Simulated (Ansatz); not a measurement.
Consider the redistribution: `OC[SiH2]S` + `[SiH3]N[SiH2]Br` → `OC[SiH2]Br` + `[SiH3]N[SiH2]S`.

Calculated with Ansatz (gas phase, PBE0-D4/def2-TZVP geometries, no zero-point term in ΔE). CBS: MP2 limit from def2 TZ/QZ plus the TZ coupled-cluster correction, frozen cores. DFT in def2-TZVPP. For Br outer-core shells are correlated without core-valence functions, which leaves a few kJ/mol of doubt a bond. Scalar relativity is left out up to krypton. One conformer a species, not always the lowest.

```json
{"level": "PBE-D4", "ΔE (kcal/mol)": "-0.4", "difference from CCSD(T)/CBS": "-0.8"}
{"level": "r2SCAN-D4", "ΔE (kcal/mol)": "0.0", "difference from CCSD(T)/CBS": "-0.4"}
{"level": "PBE0-D4", "ΔE (kcal/mol)": "0.0", "difference from CCSD(T)/CBS": "-0.4"}
{"level": "ωB97X-V", "ΔE (kcal/mol)": "0.4", "difference from CCSD(T)/CBS": "0.0"}
{"level": "B2PLYP", "ΔE (kcal/mol)": "0.4", "difference from CCSD(T)/CBS": "0.0"}
{"level": "r2SCAN", "ΔE (kcal/mol)": "0.0", "difference from CCSD(T)/CBS": "-0.4"}
{"level": "HF/def2-TZVPP", "ΔE (kcal/mol)": "1.1", "difference from CCSD(T)/CBS": "0.7"}
{"level": "CCSD/def2-TZVPP", "ΔE (kcal/mol)": "0.6", "difference from CCSD(T)/CBS": "0.2"}
{"level": "HF/CBS(def2)", "ΔE (kcal/mol)": "1.2", "difference from CCSD(T)/CBS": "0.8"}
{"level": "CCSD/CBS(def2)", "ΔE (kcal/mol)": "0.5", "difference from CCSD(T)/CBS": "0.1"}
{"level": "CCSD(T)/CBS", "ΔE (kcal/mol)": "0.4", "difference from CCSD(T)/CBS": "0"}
```

Largest T1 diagnostic among the species: 0.011.
